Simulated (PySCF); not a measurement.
Compound: C3H9ISn.
SMILES with atom numbers: `[CH3:1][Sn:2]([CH3:3])([CH3:4])[I:5]` (hydrogens: H6, H7, H8 on C1; H9, H10, H11 on C3; H12, H13, H14 on C4)

Method: PySCF, PBE0-D3(BJ)/def2-SVP geometry optimisation, gas phase, def2 core potentials past Kr; density fitting, grid level 1; the optimiser is geomeTRIC in internal coordinates, started from a GFN2-xTB structure with every atom displaced at random (about 0.01 Å).

Step 2: E = -17186.0586 eV
```
atom  x, y, z in Å  |  force x, y, z in eV/Å
C1      0.0921    2.0803   -0.3973   -0.068   0.033  -0.002
Sn2     0.0490    0.0748    0.3614   -0.032  -0.143  -0.020
C3      1.6583   -1.1771   -0.3230    0.097   0.016  -0.028
C4     -1.8247   -0.9490    0.0783    0.104  -0.031   0.055
I5      0.3492    0.2962    3.0646    0.000  -0.008  -0.035
H6     -0.0327    2.0767   -1.4904    0.029  -0.016   0.000
H7     -0.7360    2.6465    0.0519    0.019   0.012   0.007
H8      1.0416    2.5681   -0.1372   -0.002  -0.028  -0.005
H9      2.6342   -0.7490   -0.0535   -0.038   0.037   0.023
H10     1.5731   -2.1706    0.1402   -0.037   0.027   0.000
H11     1.6142   -1.2876   -1.4180   -0.043   0.011   0.028
H12    -2.6531   -0.4018    0.5476    0.016   0.021   0.004
H13    -2.0344   -1.0868   -0.9926    0.016   0.034  -0.013
H14    -1.7303   -1.9373    0.5529   -0.061   0.035  -0.015
```

Step 3: E = -17186.0637 eV
```
atom  x, y, z in Å  |  force x, y, z in eV/Å
C1      0.0865    2.0642   -0.3985    0.053   0.005  -0.007
Sn2     0.0485    0.0593    0.3621   -0.014  -0.053   0.014
C3      1.6696   -1.1685   -0.3237    0.014  -0.021   0.045
C4     -1.8268   -0.9469    0.0818   -0.035   0.087  -0.020
I5      0.3549    0.2858    3.0603    0.004  -0.006   0.009
H6     -0.0324    2.0543   -1.4921    0.008   0.004   0.000
H7     -0.7356    2.6370    0.0491   -0.028   0.031   0.014
H8      1.0414    2.5450   -0.1392   -0.045  -0.031  -0.017
H9      2.6342   -0.7213   -0.0486    0.002   0.006   0.008
H10     1.5880   -2.1630    0.1397    0.015   0.047  -0.022
H11     1.6185   -1.2738   -1.4167   -0.001  -0.007  -0.038
H12    -2.6451   -0.3833    0.5521    0.031   0.015  -0.030
H13    -2.0348   -1.0696   -0.9918   -0.005   0.018   0.008
H14    -1.7663   -1.9359    0.5503    0.000  -0.096   0.036
```

Problem. Estimate the geometry and energy of step 4. (The exact step hangs on the optimiser's Hessian estimate; all steps are aligned on step 3, rigid shifts and turns removed.)

Solution. E = -17186.0656 eV, largest force 0.065 eV/Å
```
atom  x, y, z in Å  |  force x, y, z in eV/Å
C1      0.0815    2.0501   -0.3994    0.034  -0.018   0.001
Sn2     0.0473    0.0450    0.3649    0.010  -0.020   0.022
C3      1.6837   -1.1630   -0.3245   -0.048   0.019   0.034
C4     -1.8361   -0.9435    0.0843   -0.041   0.047  -0.017
I5      0.3615    0.2783    3.0631    0.001  -0.010  -0.004
H6     -0.0337    2.0366   -1.4933   -0.008   0.007  -0.001
H7     -0.7373    2.6299    0.0468   -0.015   0.008   0.000
H8      1.0386    2.5251   -0.1423   -0.011  -0.002  -0.004
H9      2.6392   -0.6999   -0.0448    0.012  -0.001  -0.001
H10     1.6132   -2.1579    0.1366    0.026   0.005  -0.006
H11     1.6318   -1.2653   -1.4179    0.016  -0.004  -0.027
H12    -2.6422   -0.3620    0.5528    0.012   0.016  -0.015
H13    -2.0447   -1.0531   -0.9905   -0.006   0.000   0.004
H14    -1.8023   -1.9369    0.5491    0.017  -0.048   0.014
```

The energy changes by -0.0019 eV. The first-order estimate −F·Δx gives -0.0033 eV and the mean of the old and new forces, exact on a quadratic surface, -0.0022 eV. The step makes an angle of 77° with the force vector and moves no atom by more than 0.036 Å.

The cost below is that of the whole optimisation. Hardware: one thread of an Arm Neoverse V1, shared host with 32 logical CPUs at a one-minute load of 7.8. Cost: 87 s wall, 0.56 GiB resident at most.
